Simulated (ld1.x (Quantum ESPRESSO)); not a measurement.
**An all-electron radial function and its pseudo partner (silicon)**

Columns: radius, all-electron u(r) and pseudo u(r) of the 3p shell (level -4.09 eV) of silicon in the configuration [Ne] 3s2 3p2; PBE, non-relativistic, PAW scheme, ld1.x (Quantum ESPRESSO) 7.5.

```csv
r (bohr),all-electron,pseudo
0.108,0.1117,-0.0058
0.215,0.2250,-0.0229
0.322,0.2590,-0.0503
0.430,0.2272,-0.0871
0.538,0.1556,-0.1313
0.645,0.0654,-0.1804
0.752,-0.0309,-0.2328
0.860,-0.1263,-0.2868
0.968,-0.2153,-0.3399
1.075,-0.2948,-0.3900
1.182,-0.3649,-0.4363
1.290,-0.4261,-0.4781
1.398,-0.4782,-0.5145
1.505,-0.5210,-0.5449
1.612,-0.5553,-0.5699
1.720,-0.5820,-0.5898
1.828,-0.6015,-0.6049
1.935,-0.6145,-0.6155
2.042,-0.6218,-0.6219
2.150,-0.6243,-0.6243
2.258,-0.6224,-0.6224
2.365,-0.6171,-0.6171
2.472,-0.6087,-0.6087
2.580,-0.5978,-0.5978
2.688,-0.5848,-0.5848
2.795,-0.5703,-0.5703
```

(1) How many radial nodes do the two functions have?

(2) At about which radius was the pseudo-wave matched?

(3) Is the pseudo-wave norm-conserving?

## Answers

(1) The all-electron 3p function has n − l − 1 = 1; the pseudo-wave has 0, since the states of the same l below it are removed with the core.

(2) 2.15 bohr. The columns agree to 0.0005 from 2.04 bohr on; several derivatives are matched, so the curves merge somewhat inside the radius.

(3) No, it belongs to a PAW set: the norm inside the radius is not constrained, and the difference is carried by the augmentation charge.
